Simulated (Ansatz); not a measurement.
`[Cl][SnH2][GeH3]`. Total charge 0; spin multiplicity 1. Sn takes the def2 core potential. Geometry: relaxed with PBE0-D4/def2-TZVP.

```xyz
8

Cl    1.112    0.054   -2.603
Sn   -0.643    0.128   -1.050
Ge    0.487   -0.126    1.273
H    -1.408    1.630   -1.314
H    -1.678   -1.156   -1.488
H     1.228   -1.468    1.326
H    -0.577   -0.086    2.381
H     1.479    1.025    1.476
```

Question: What is the dipole moment at PBE/def2-TZVPP? (Estimate.)

Answer: Computed: 2.56 D, with components (-1.45, 0.01, 2.11) D in this frame, pointing from negative to positive charge.

Question: And with r2SCAN, B3LYP, ωB97M-V? (Estimate.)

Answer: The calculation gave: r2SCAN 2.68 D, B3LYP 2.67 D, ωB97M-V 2.73 D.

Question: Give the Mulliken charges with PBE, B3LYP, ωB97M-V in def2-TZVPP. (Best estimate.)

Answer: The calculation gave: 
```csv
atom,PBE,B3LYP,ωB97M-V
Cl1,-0.38,-0.40,-0.37
Sn2,0.57,0.63,0.49
Ge3,-0.01,-0.02,-0.07
H4,-0.10,-0.12,-0.07
H5,-0.10,-0.12,-0.07
H6,0.01,0.01,0.03
H7,0.00,0.00,0.02
H8,0.01,0.01,0.03
```

B3LYP here is the variant with VWN-RPA as its local correlation; programs differ in this.
